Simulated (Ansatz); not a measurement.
Steps of a relaxation of Ge₃H₈O, SMILES `[OH][GeH]([GeH3])[GeH3]` with RKS PBE0-D4/def2-TZVP.

```sh
$ ansatz run in.yaml --threads 2 --pin off --events-out ev --progress --plain --max-ram 32768MiB --backend cuda --devices 0, --max-vram 18GiB
```

```yaml
crystal:
  periodic: [false, false, false]
  atoms:
    - {symbol: O, position_ang: [-1.656620, 1.437615, -0.185366]}
    - {symbol: Ge, position_ang: [-0.003474, 0.765946, 0.160413]}
    - {symbol: Ge, position_ang: [-0.386917, -0.807353, 1.979515]}
    - {symbol: Ge, position_ang: [0.891771, -0.315279, -1.848515]}
    - {symbol: H, position_ang: [-1.615795, 2.098610, -0.901428]}
    - {symbol: H, position_ang: [0.953414, 1.923603, 0.603156]}
    - {symbol: H, position_ang: [0.969173, -1.440235, 2.394904]}
    - {symbol: H, position_ang: [-1.334452, -1.941164, 1.511980]}
    - {symbol: H, position_ang: [-1.003397, -0.099030, 3.213008]}
    - {symbol: H, position_ang: [1.017018, 0.697521, -3.020167]}
    - {symbol: H, position_ang: [-0.052307, -1.461329, -2.298308]}
    - {symbol: H, position_ang: [2.298488, -0.914004, -1.575093]}
basis:
  gaussian: {orbitals: def2-TZVP}
hamiltonian: {xc: pbe0, dispersion: d4}
relax: {f_tol: 0.005, max_steps: 150}
```

Positions (Å) and forces (eV/Å) along the path, 10 of 12 steps:

```xyz
12
step=1 energy=-171710.3811 eV
O    -1.657    1.438   -0.185    0.540    0.355   -0.484
Ge   -0.003    0.766    0.160   -0.207    0.116    0.002
Ge   -0.387   -0.807    1.980   -0.004   -0.098    0.120
Ge    0.892   -0.315   -1.849    0.021   -0.066   -0.138
H    -1.616    2.099   -0.901   -0.071   -0.480    0.546
H     0.953    1.924    0.603   -0.201   -0.162   -0.087
H     0.969   -1.440    2.395   -0.202    0.103   -0.072
H    -1.334   -1.941    1.512    0.139    0.182    0.058
H    -1.003   -0.099    3.213    0.092   -0.097   -0.202
H     1.017    0.698   -3.020   -0.027   -0.133    0.186
H    -0.052   -1.461   -2.298    0.140    0.173    0.081
H     2.298   -0.914   -1.575   -0.220    0.107   -0.011
12
step=2 energy=-171710.4058 eV
O    -1.630    1.427   -0.215    0.201    0.075   -0.099
Ge   -0.002    0.742    0.163   -0.187    0.173   -0.082
Ge   -0.380   -0.812    1.978   -0.023   -0.033    0.034
Ge    0.875   -0.312   -1.843    0.051   -0.049   -0.009
H    -1.573    2.099   -0.904   -0.041   -0.150    0.174
H     0.924    1.908    0.595    0.000   -0.028    0.000
H     0.969   -1.432    2.387   -0.034    0.013   -0.008
H    -1.320   -1.932    1.506    0.019    0.014    0.019
H    -0.996   -0.100    3.194    0.014   -0.015   -0.028
H     0.995    0.703   -2.996   -0.011   -0.021    0.037
H    -0.058   -1.454   -2.283    0.029    0.022    0.001
H     2.271   -0.891   -1.549   -0.019    0.000   -0.039
12
step=3 energy=-171710.4074 eV
O    -1.638    1.423   -0.176    0.144   -0.008   -0.084
Ge    0.001    0.747    0.146   -0.140    0.020    0.094
Ge   -0.386   -0.802    1.963    0.031    0.002   -0.005
Ge    0.892   -0.328   -1.843   -0.017    0.016   -0.022
H    -1.607    2.112   -0.844   -0.051   -0.003    0.020
H     0.926    1.909    0.579    0.033    0.016   -0.005
H     0.959   -1.421    2.373    0.022   -0.030    0.025
H    -1.325   -1.922    1.496   -0.018   -0.024   -0.006
H    -1.001   -0.090    3.175   -0.010    0.016    0.018
H     1.006    0.690   -2.990    0.006    0.008   -0.037
H    -0.037   -1.468   -2.284   -0.014   -0.020   -0.012
H     2.287   -0.907   -1.560    0.014    0.005    0.014
12
step=5 energy=-171710.4099 eV
O    -1.632    1.419   -0.201    0.031   -0.008    0.011
Ge   -0.002    0.747    0.152   -0.042    0.004   -0.014
Ge   -0.385   -0.806    1.971    0.004   -0.004    0.001
Ge    0.887   -0.323   -1.845    0.004    0.001    0.004
H    -1.606    2.123   -0.853    0.008    0.000    0.003
H     0.932    1.906    0.585   -0.005    0.003   -0.004
H     0.960   -1.428    2.383    0.000   -0.002    0.004
H    -1.325   -1.928    1.506   -0.002    0.001    0.000
H    -1.000   -0.092    3.183   -0.001    0.003    0.001
H     1.000    0.691   -2.998   -0.002    0.002   -0.003
H    -0.037   -1.468   -2.288    0.000   -0.002    0.001
H     2.285   -0.897   -1.560    0.005    0.001   -0.004
12
step=6 energy=-171710.4102 eV
O    -1.629    1.420   -0.205   -0.012   -0.002   -0.001
Ge   -0.004    0.742    0.151    0.017   -0.002    0.008
Ge   -0.389   -0.809    1.973   -0.002    0.003   -0.001
Ge    0.889   -0.324   -1.848    0.000   -0.003   -0.004
H    -1.592    2.137   -0.842   -0.005    0.007   -0.003
H     0.928    1.902    0.582   -0.001   -0.009    0.000
H     0.953   -1.435    2.386   -0.001    0.000    0.001
H    -1.335   -1.928    1.512    0.000    0.002   -0.001
H    -1.002   -0.088    3.183    0.002    0.000   -0.003
H     0.980    0.689   -3.004   -0.003   -0.001    0.002
H    -0.021   -1.484   -2.282    0.000    0.002    0.001
H     2.298   -0.877   -1.572    0.003    0.003    0.001
12
step=7 energy=-171710.4103 eV
O    -1.627    1.420   -0.205    0.001   -0.005    0.004
Ge   -0.003    0.740    0.151    0.004   -0.002    0.001
Ge   -0.392   -0.809    1.972   -0.003    0.001   -0.002
Ge    0.890   -0.325   -1.849   -0.002    0.001   -0.001
H    -1.590    2.141   -0.838   -0.001    0.005   -0.003
H     0.933    1.897    0.584   -0.001   -0.001   -0.001
H     0.948   -1.439    2.387    0.000   -0.001    0.001
H    -1.340   -1.925    1.511   -0.001    0.000    0.000
H    -1.002   -0.085    3.181    0.000    0.000    0.000
H     0.965    0.686   -3.007   -0.001   -0.001    0.000
H    -0.011   -1.494   -2.275    0.001    0.000    0.001
H     2.305   -0.864   -1.578    0.002    0.002    0.000
12
step=8 energy=-171710.4105 eV
O    -1.621    1.422   -0.206    0.009    0.009   -0.006
Ge    0.000    0.735    0.150   -0.006    0.001   -0.005
Ge   -0.400   -0.810    1.971   -0.003   -0.006   -0.001
Ge    0.893   -0.326   -1.851    0.004   -0.004   -0.007
H    -1.579    2.156   -0.825    0.001   -0.012    0.008
H     0.941    1.887    0.585    0.001    0.008    0.001
H     0.934   -1.452    2.387    0.002   -0.001    0.000
H    -1.359   -1.918    1.513    0.000    0.000   -0.001
H    -1.003   -0.080    3.180    0.000    0.002    0.002
H     0.925    0.678   -3.019    0.000   -0.009    0.010
H     0.018   -1.523   -2.256    0.008    0.008    0.003
H     2.328   -0.823   -1.595   -0.015    0.005   -0.004
12
step=9 energy=-171710.4105 eV
O    -1.620    1.422   -0.206    0.006   -0.003    0.003
Ge    0.002    0.735    0.151   -0.007    0.003   -0.005
Ge   -0.400   -0.811    1.972   -0.002   -0.001   -0.003
Ge    0.893   -0.326   -1.851    0.006   -0.002   -0.008
H    -1.578    2.154   -0.826    0.002   -0.003    0.000
H     0.940    1.888    0.587    0.003    0.004    0.000
H     0.932   -1.456    2.387    0.000   -0.001    0.000
H    -1.362   -1.916    1.511   -0.001    0.000    0.002
H    -1.002   -0.078    3.180   -0.002   -0.002    0.003
H     0.920    0.677   -3.019    0.000   -0.005    0.005
H     0.022   -1.526   -2.254    0.003    0.005    0.004
H     2.329   -0.819   -1.598   -0.009    0.003   -0.001
12
step=10 energy=-171710.4105 eV
O    -1.618    1.423   -0.205    0.003   -0.012    0.010
Ge    0.004    0.736    0.152   -0.006    0.009   -0.004
Ge   -0.402   -0.811    1.971    0.002    0.000   -0.001
Ge    0.894   -0.325   -1.850    0.001   -0.002    0.001
H    -1.576    2.151   -0.829    0.002    0.007   -0.008
H     0.942    1.890    0.586    0.001   -0.001    0.004
H     0.929   -1.461    2.385    0.000    0.000    0.000
H    -1.367   -1.912    1.509   -0.001    0.000    0.001
H    -1.000   -0.080    3.182   -0.001    0.000    0.001
H     0.913    0.675   -3.020   -0.001    0.001   -0.001
H     0.025   -1.528   -2.246   -0.001   -0.002   -0.002
H     2.332   -0.813   -1.601    0.001    0.000    0.000
12
step=12 energy=-171710.4106 eV
O    -1.615    1.426   -0.205    0.000   -0.003    0.004
Ge    0.005    0.737    0.153    0.000    0.001    0.001
Ge   -0.404   -0.812    1.971   -0.001    0.000    0.000
Ge    0.895   -0.325   -1.849    0.001    0.000    0.000
H    -1.572    2.152   -0.832    0.001    0.002   -0.003
H     0.945    1.889    0.590   -0.001   -0.002    0.000
H     0.925   -1.469    2.382   -0.001    0.001   -0.001
H    -1.375   -1.908    1.508    0.001    0.000   -0.001
H    -0.998   -0.080    3.183    0.001    0.000    0.000
H     0.897    0.671   -3.023    0.000   -0.001    0.000
H     0.035   -1.538   -2.236    0.000    0.000    0.000
H     2.339   -0.798   -1.607   -0.001    0.000    0.000
```

Run time 45 s (2 threads of an AMD EPYC 7R13 on a shared host and a share of an NVIDIA H100 80 GB); peak host memory 0.96 GiB.
